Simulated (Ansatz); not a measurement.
Consider the formal exchange of groups at the Si–N bond: `[SiH3]/N=C\[SeH]` + `CC1CC1` → `[SiH3]C1CC1` + `C/N=C/[SeH]`.

Isolated molecules relaxed with PBE0-D4/def2-TZVP in Ansatz; ΔE leaves out vibrations. CCSD(T)/CBS is the MP2 limit (def2-TZVPP, def2-QZVPP) plus CCSD(T) − MP2 in def2-TZVPP, frozen cores. Double bonds are as drawn, so ΔE can hold a change between cis and trans. Functionals use def2-TZVPP. B3LYP here is the variant with VWN-RPA as its local correlation; programs differ in this. For Se outer-core shells are correlated without core-valence functions, which leaves a few kJ/mol of doubt a bond. Scalar relativity is left out up to krypton. Each species was taken in one conformer, which may not be the lowest.

```csv
level,ΔE (kcal/mol),difference from CCSD(T)/CBS
PBE-D4,15.3,-0.7
r2SCAN-D4,16.7,0.7
PBE0-D4,15.2,-0.8
B3LYP-D4,16.5,0.5
ωB97X-V,14.9,-1.1
ωB97M-V,15.4,-0.6
B2PLYP,16.3,0.3
PBE,15.0,-1.0
r2SCAN,16.7,0.7
PBE0,15.0,-1.0
B3LYP,16.0,0.0
HF/def2-TZVPP,16.3,0.3
HF/def2-QZVPP,16.4,0.4
MP2/def2-QZVPP,16.6,0.6
SCS-MP2/def2-QZVPP,16.2,0.2
MP2/CBS(def2),16.8,0.8
CCSD(T)/CBS,16.0,0
```

Largest T1 diagnostic among the species: 0.013.
